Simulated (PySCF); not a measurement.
A calculated (LDA, PySCF 2.14, x2c-TZVPPall, scalar relativity by spin-free X2C-1e) atom or ion has these occupied shells.

```csv
shell,electrons,orbital energy (eV),"rms radius, mean of both spins (bohr)"
1s α,1,-82808.9,0.0187
1s β,1,-82808.9,0.0187
2s α,1,-14706.8,0.0756
2s β,1,-14706.7,0.0756
2p α,3,-12755.9,0.0694
2p β,3,-12755.8,0.0694
3s α,1,-3518.2,0.193
3s β,1,-3518.1,0.193
3p α,3,-2951.3,0.195
3p β,3,-2951.2,0.195
3d α,5,-2325.3,0.179
3d β,5,-2325.2,0.179
4s α,1,-799.82,0.425
4s β,1,-799.73,0.425
4p α,3,-612.63,0.453
4p β,3,-612.53,0.453
4d α,5,-382.81,0.483
4d β,5,-382.70,0.483
5s α,1,-152.56,0.953
5s β,1,-152.02,0.953
4f α,7,-131.28,0.530
4f β,7,-131.14,0.530
5p α,3,-101.49,1.10
5p β,3,-100.86,1.10
5d α,5,-43.039,1.50
5d β,4,-42.313,1.50
```

Task: Name the element and its charge.

Result: Hg³⁺ (mercury, charge +3), in [Xe] 4f14 5d9, 2D determinant.
